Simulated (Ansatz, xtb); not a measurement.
Molecule: sum formula BNH3 (charge 0, doublet). It need not be the lowest isomer of its formula. 
Coordinates optimised at B3LYP-D3(BJ)/def2-TZVP (Ansatz, an electronic-structure program):
SMILES: [BH]N
```xyz
5

B     -0.8557    -0.0049    -0.0224
N      0.5158    -0.1008     0.0086
H     -1.4780     1.0104     0.0090
H      1.1355     0.6983     0.0620
H      1.0102    -0.9785    -0.0196
```
Charge 0, spin multiplicity 2.

Harmonic wavenumbers from GFN2-xTB (xtb, at its own minimum), cm⁻¹: 633, 733, 751, 982, 1365, 1542, 2588, 3273, 3450.

Q: Give the harmonic wavenumbers at B3LYP-D3(BJ)/def2-TZVP (Ansatz, finite differences of forces, unscaled).

A: 615, 751, 832, 1067, 1332, 1624, 2628, 3501, 3615 cm⁻¹. Zero-point energy 22.8 kcal/mol.

Q: From these and the geometry, give the ideal-gas thermochemistry at 298.15 K and 1 atm (rigid rotor, harmonic oscillator).

A: Point group Cs, rotational symmetry number 1. Rotational constants 230.3, 30.57, 26.99 GHz. S(trans) 35.91, S(rot) 18.08, S(vib) 0.96, S(elec, spin only) 1.38, S 56.3 cal/(mol K). H(298) - H(0) 2.59 kcal/mol; G - E(el) 8.6 kcal/mol.
